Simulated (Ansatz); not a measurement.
Correlation energies of C3H10GaN (`CC(C)[NH][GaH2]`) by basis set

```xyz
15

C     0.143   -1.046    0.979
C     0.641    0.174    0.233
C     1.510   -0.230   -0.952
N    -0.459    1.014   -0.198
Ga   -2.265    0.877   -0.032
H    -0.450   -0.767    1.853
H    -0.483   -1.669    0.332
H     0.985   -1.652    1.319
H     1.276    0.748    0.927
H     1.873    0.650   -1.490
H     0.932   -0.840   -1.652
H     2.380   -0.805   -0.624
H    -0.131    1.816   -0.718
H    -2.906   -0.316    0.740
H    -3.045    2.046   -0.717
```

Total charge 0; spin multiplicity 1. Correlated methods include outer-core shells of Ga, which these sets cover unevenly. Scalar relativity is left out up to krypton. Geometry: relaxed with PBE0-D4/def2-TZVP. It is one conformer, not always the lowest. Frozen core, restricted reference, Ansatz 0.2.0.

| basis | HF (Eh) | MP2 corr. |
| --- | --- | --- |
| def2-SVP | -2096.75130 | -0.82927 |
| def2-TZVPP | -2097.19205 | -0.98336 |
| def2-QZVPP | -2097.24125 | -1.27878 |

Q: Estimate the CCSD correlation energy and the (T) correction in each basis where they were run (hartree).

A: 
```json
{"basis": "def2-SVP", "CCSD corr.": "-0.87909", "(T)": "-0.02748"}
```
